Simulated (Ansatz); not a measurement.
Frontier orbitals of `CC(C)[NH][Ge]([CH3])([CH3])[Cl]`.

Cartesian coordinates in Å:
```
C 1.9064 -1.3858 -0.5801
C 0.6982 -0.6023 -1.0765
C 0.1817 -1.1606 -2.3936
N -0.3853 -0.5550 -0.1037
Ge -0.4853 0.6881 1.2186
C -0.2037 2.4565 0.4767
C -2.1364 0.4112 2.1945
Cl 1.1189 0.4408 2.7071
H 1.6309 -2.4303 -0.3999
H 2.2849 -0.9718 0.3559
H 2.7133 -1.3772 -1.3177
H 1.0110 0.4341 -1.2517
H -0.1582 -2.1930 -2.2611
H -0.6618 -0.5720 -2.7582
H 0.9651 -1.1638 -3.1556
H -0.6805 -1.4826 0.1725
H -0.3239 3.2031 1.2622
H -0.9263 2.6489 -0.3179
H 0.8053 2.5424 0.0732
H -2.1911 1.1045 3.0340
H -2.9920 0.5714 1.5367
H -2.1712 -0.6068 2.5844
```

Charge 0, multiplicity 1. Correlated methods include outer-core shells of Ge, which these sets cover unevenly. Scalar relativity is left out up to krypton. The geometry is a stationary point of PBE0-D4/def2-TZVP. It is one conformer, not always the lowest. Basis def2-TZVPP, Ansatz 0.2.0.

| functional | HOMO (eV) | LUMO (eV) | gap (eV) |
| --- | --- | --- | --- |
| PBE | -5.49 | -0.17 | 5.32 |
| r2SCAN | -5.77 | 0.30 | 6.07 |
| PBE0 | -6.85 | 0.69 | 7.54 |
| BHLYP | -8.13 | 1.34 | 9.47 |
| ωB97M-V | -9.17 | 2.14 | 11.31 |
| HF | -10.19 | 3.29 | 13.48 |

Against PBE, PBE0 changes HOMO and LUMO by −1.35 and +0.87 eV, ωB97M-V by −3.68 and +2.31 eV. A gap of 5.32 eV thus becomes 11.31 eV for the same molecule, so an orbital gap means little without its functional. A positive LUMO is unbound and depends on the basis.
